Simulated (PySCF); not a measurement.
**Correlation energy of Rh²⁺ (rhodium, charge +2)**

[Kr] 4d6 5p1, one real determinant (an excited configuration). Calculation: PySCF 2.14, in def2-TZVPPD with the def2 core potential (28 electrons) (6s4p3d2f1g, 56 functions); scalar relativity through the core potential. Frozen: 4s2 4p6; 7 electrons correlated.

```
  level  correlation energy (mhartree)
   CCSD                        -127.45
    (T)                          -3.09
CCSD(T)                        -130.54
```

Diagnostics: T1 = 0.0056, D1 = 0.0204, largest double amplitude 0.083.

The real determinant used has ⟨L²⟩ near 8 against 12 for a pure F term, so it mixes terms.

Cost of the coupled-cluster step: of the order of 4 core-seconds, for 7 correlated electrons.

The reference is one real determinant that mixes LS terms of this configuration.
